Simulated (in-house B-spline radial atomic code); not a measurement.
The rhodium ion Rh⁸⁺: [Kr] 4d1

Method: non-relativistic revTPSS, spin-polarised, spherical fractional occupations, point nucleus. Calculated with a B-spline radial code for spherical atoms.

Z_r = [3n² - l(l+1)]/(2<r>); Z_e = n√(-2ε); the last column is Slater's effective charge. Values are occupation-weighted means over spin.

```
shell  electrons   ε (eV)  <r> (bohr)    Z_r    Z_e  Slater
   1s          2   -22541     0.03383  44.34  40.70   44.70
   2s          2  -3328.7      0.1472  40.77  31.28   40.85
   2p          6    -3093       0.126  39.69  30.15   40.85
   3s          2  -708.22      0.4018  33.60  21.64   33.75
   3p          6  -615.07      0.3949  31.66  20.17   33.75
   3d         10  -445.28      0.3684  28.50  17.16   23.85
   4s          2  -206.62      0.9562  25.10  15.59   17.25
   4p          6  -176.31       1.004  22.90  14.40   17.25
   4d          1  -126.44       1.128  18.62  12.19    9.00
```

The least bound orbital is 4d up at -126.4 eV, and it is also the most diffuse (<r> = 1.128 bohr).
